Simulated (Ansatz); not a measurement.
`OBC[SiH3]` + dimethylamine → `CN(C)[SiH3]` + `CBO` at 600 K and 1 bar (ligand exchange at the Si–C bond).

Gas-phase electronic energies from Ansatz, PBE0-D4/def2-TZVP geometries. CCSD(T)/CBS is the MP2 limit (def2-TZVPP, def2-QZVPP) plus CCSD(T) − MP2 in def2-TZVPP, frozen cores. One conformer a species, not always the lowest.

| species | CCSD(T)/CBS energy (Eh) | H − E (kJ/mol) | S (J/(mol·K)) |
| --- | --- | --- | --- |
| `OBC[SiH3]` | -431.36750 | 269.0 | 416.0 |
| `CNC` | -135.00321 | 284.6 | 333.5 |
| `CN(C)[SiH3]` | -425.29981 | 342.8 | 421.1 |
| `CBO` | -141.08489 | 208.4 | 331.4 |

H − E and S are ideal-gas, rigid-rotor, harmonic terms from PBE0-D4/def2-TZVP, for one conformer and one mirror image of each species. 1 Eh = 2625.50 kJ/mol, R = 8.31446 J/(mol·K).

Task: By hand: ΔE, ΔH, ΔS and ΔG.

Result: ΔE = (-425.29981) + (-141.08489) − (-431.36750) − (-135.00321) = -0.01399 Eh = -36.7 kJ/mol. Δ(H − E) = 342.8 + 208.4 − 269.0 − 284.6 = -2.4, so ΔH = -39.1 kJ/mol. ΔS = 421.1 + 331.4 − 416.0 − 333.5 = 3.0 J/(mol·K). ΔG = -39.1 − 600 × (3.0)/1000 = -40.9 kJ/mol.

Task: By hand: the equilibrium constant, and the temperature at which ΔG would vanish if ΔH and ΔS stayed fixed.

Result: log₁₀ K = −ΔG/(RT ln 10) = 3.6. ΔH and −TΔS have one sign here, so there is no such temperature. One of them is within its doubt of zero, so this could turn.

The number of gas molecules stays the same, so ΔS is small and ΔH decides. A doubt of 5 kJ/mol in ΔE shifts log₁₀ K by 0.4 here. Other conformers and mirror images would add mixing entropy, several J/(mol·K) or more a flexible species. These are equilibria of isolated gas molecules and say nothing of rates. Largest T1 diagnostic: 0.012 (customary marks: 0.02 for closed shells, 0.045 for open ones).
